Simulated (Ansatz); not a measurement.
```yaml
crystal:
  periodic: [false, false, false]
  atoms:
    - {symbol: Al, position_ang: [-0.637794, -0.251782, 1.907006]}
    - {symbol: C, position_ang: [-0.225635, -1.811051, 0.691161]}
    - {symbol: N, position_ang: [-0.321283, -0.581011, -0.005472]}
    - {symbol: C, position_ang: [0.476184, -0.152684, -0.911438]}
    - {symbol: Si, position_ang: [0.437452, 1.636085, -1.467044]}
    - {symbol: H, position_ang: [-2.149051, -0.195788, 2.376727]}
    - {symbol: H, position_ang: [0.516931, 0.672878, 2.476361]}
    - {symbol: H, position_ang: [0.625257, -2.448581, 0.454280]}
    - {symbol: H, position_ang: [-1.185918, -2.331012, 0.699822]}
    - {symbol: H, position_ang: [1.184173, -0.867194, -1.351502]}
    - {symbol: H, position_ang: [-0.651599, 2.329300, -0.737719]}
    - {symbol: H, position_ang: [1.746734, 2.279367, -1.182544]}
    - {symbol: H, position_ang: [0.204948, 1.686773, -2.934839]}
basis:
  gaussian: {orbitals: x2c-TZVPPall, nuclear_model: gaussian}
magnetization: {spin_polarized: true, initial_magnetization: 8}
hamiltonian: {xc: {name: HF}}
correlation: {method: mp2}
output: {forces: true}
```

```sh
$ ansatz run in.yaml --threads 4 --pin off --events-out ev --progress --plain --max-ram 10444MiB
```

Shortened log:

```
Functional definition: HF
1668 factors; integrals over basis functions are off by at most 1.1e-3 eV
mean field evaluation 1: about -18113.7383 eV, gradient 2.1e1 eV
mean field evaluation 2: about -18113.7528 eV, gradient 2.1e1 eV
mean field evaluation 4: about -18119.2888 eV, gradient 5.7e0 eV
mean field evaluation 8: about -18120.7416 eV, gradient 1.2e0 eV
mean field evaluation 16: about -18121.2608 eV, gradient 2.5e-1 eV
mean field evaluation 32: about -18121.1996 eV, gradient 4.0e-1 eV
mean field evaluation 64: about -18121.7452 eV, gradient 1.3e-3 eV
mean field -18124.09623672 eV, -666.0482517459 hartree, gradient 2.0e-6 eV, S^2 20.030245; 14 other end points of the search recorded, 0 dependent functions left out
13 core orbitals not correlated: weight in the atoms' cores, before any rotation towards them, 1.000 or more for the frozen orbitals, at most 0.000 for the correlated occupied ones
reference -18124.09623672 eV, -666.0482517459 hartree; 18, 10 occupied and 258, 266 virtual orbitals, 1668 factors
second order -17.13757984 eV of doubles, -0.00000000 eV of singles
Total energy: -18141.23381657 eV, -666.6780461889 hartree
Relativity: scalar
Atom 0 at    -0.637794    -0.251782     1.907006 Å, force    -0.081151     1.431841     2.983403 eV/Å
Atom 1 at    -0.225635    -1.811051     0.691161 Å, force    -1.842396    -2.120406    -3.397694 eV/Å
Atom 2 at    -0.321283    -0.581011    -0.005472 Å, force    -0.038056    -5.027685     1.157800 eV/Å
Atom 3 at     0.476184    -0.152684    -0.911438 Å, force     2.895527     2.598449    -4.012681 eV/Å
Atom 4 at     0.437452     1.636085    -1.467044 Å, force    -0.430160     0.621663    -0.522795 eV/Å
Atom 5 at    -2.149051    -0.195788     2.376727 Å, force    -4.911920    -0.518759     1.184794 eV/Å
Atom 6 at     0.516931     0.672878     2.476361 Å, force     4.039599     2.535749     1.345479 eV/Å
Atom 7 at     0.625257    -2.448581     0.454280 Å, force     0.355768     0.603756    -0.002801 eV/Å
Atom 8 at    -1.185918    -2.331012     0.699822 Å, force    -0.248527    -0.213745     0.708778 eV/Å
Atom 9 at     1.184173    -0.867194    -1.351502 Å, force     0.075236     0.486570     0.527107 eV/Å
Atom 10 at    -0.651599     2.329300    -0.737719 Å, force     0.249255    -0.116532    -0.218253 eV/Å
Atom 11 at     1.746734     2.279367    -1.182544 Å, force    -0.133742    -0.253006     0.045411 eV/Å
Atom 12 at     0.204948     1.686773    -2.934839 Å, force     0.070566    -0.027896     0.201453 eV/Å
Dipole moment:     0.398011    -0.491745    -0.974283 e Å
```

In this input the spin is set far too high for this molecule. The run converged. The result belongs to that input, not to the molecule as meant.
